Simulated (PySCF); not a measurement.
# Electron correlation in Ge (germanium, neutral)

[Ar] 3d10 4s1 4p2 5s1, high-spin 5P determinant (an excited configuration). Computed with PySCF 2.14 in aug-cc-pVDZ-PP with ECP10MDF (5s4p3d, 32 functions), with scalar relativity through the core potential. Frozen: 3s2 3p6 3d10; 4 electrons correlated.

MP2 pair energies summed by pair of shells (mhartree):

```json
{"pair": "4p-5s", "energy": "-4.65", "share (%)": "38.4"}
{"pair": "4p-4p", "energy": "-3.98", "share (%)": "32.9"}
{"pair": "4s-4p", "energy": "-2.61", "share (%)": "21.5"}
{"pair": "4s-5s", "energy": "-0.87", "share (%)": "7.2"}
```

Total MP2 correlation energy: -12.11 mhartree.

Same-spin part -12.11 and opposite-spin part 0.00 mhartree; SCS-MP2 scales them by 1/3 and 6/5 to -4.04 mhartree.
